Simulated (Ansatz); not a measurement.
C₂H₄FNSi (`N=C1[SiH2]C1F`), relaxed with RKS PBE-D4/def2-SVP in Ansatz from a rough embedded geometry. The force threshold is 0.03 eV/Å; the program also tests the step.

Total charge 0; spin multiplicity 1.

Start:

```xyz
9

N    -1.592   -1.063   -0.209
C    -0.601   -0.335   -0.097
Si    0.742   -0.244    0.918
C    -0.263    0.725   -0.879
F     0.660    0.665   -1.880
H    -1.691   -1.844    0.412
H     2.142   -0.510    0.338
H     0.837    0.825    1.897
H    -0.234    1.781   -0.500
```

```csv
step,energy (eV),largest force (eV/Å),largest move (Å)
1,-14200.6251,4.923,0.000
2,-14201.6153,2.445,0.195
3,-14201.9774,1.252,0.141
4,-14202.3109,0.872,0.200
5,-14202.4874,0.927,0.193
6,-14202.6234,0.874,0.197
7,-14202.7122,0.412,0.096
8,-14202.7234,0.222,0.035
9,-14202.7261,0.103,0.022
10,-14202.7268,0.040,0.009
11,-14202.7269,0.032,0.012
12 (rejected),-14202.7224,0.284,0.026
13,-14202.7271,0.012,0.003
```

End:

```xyz
9

N    -1.522   -1.242   -0.455
C    -0.724   -0.326   -0.069
Si    0.911    0.105    0.823
C    -0.008    0.780   -0.740
F     0.314    0.763   -2.067
H    -1.655   -1.949    0.292
H     1.943   -0.973    0.697
H     1.156    1.075    1.942
H    -0.416    1.769   -0.423
```

Hardware: 2 threads of an Intel Xeon 6975P-C on a shared host. Wall time 19 s, peak host memory 0.15 GiB.
